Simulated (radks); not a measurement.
Results of a calculation; reference values are marked as such.
Task: The mean radii <r> (bohr) of the occupied orbitals of an atom or ion are listed with their occupations. Code: a radial shooting solver on a logarithmic mesh with Libxc functionals. Model: scalar-relativistic Kohn-Sham, PBEsol, spin-polarised, spherical densities, finite nucleus; Fermi nuclear charge, rms radius of each element as measured or else 0.836 A^(1/3) + 0.57 fm.

orbital  occ.      <r>
1s up       1  0.02667
1s down     1  0.02667
2s up       1   0.1147
2s down     1   0.1147
2p up       3   0.1003
2p down     3   0.1003
3s up       1   0.3066
3s down     1   0.3066
3p up       3   0.3045
3p down     3   0.3045
3d up       5   0.2810
3d down     5   0.2810
4s up       1   0.7167
4s down     1   0.7166
4p up       3   0.7649
4p down     3   0.7645
4d up       5   0.8763
4d down     5   0.8735
5s up       1    1.786
5s down     1    1.781
5p up       3    2.081
5p down     1    2.093

Name the element and its charge. Open shells, if any, are filled with parallel spins first.

Result: Z = 54, xenon, charge +2: Xe2+ in [Kr] 4d10 5s2 5p4. The 1s radius gives Z: for a bare nucleus <r> = (2 gamma + 1)/(2Z) with gamma = sqrt(1 - (Z/c)^2), 0.02628 bohr for Z = 54, and screening makes it slightly larger (0.02667 here). The occupations add up to 52, and the charge is Z minus that.
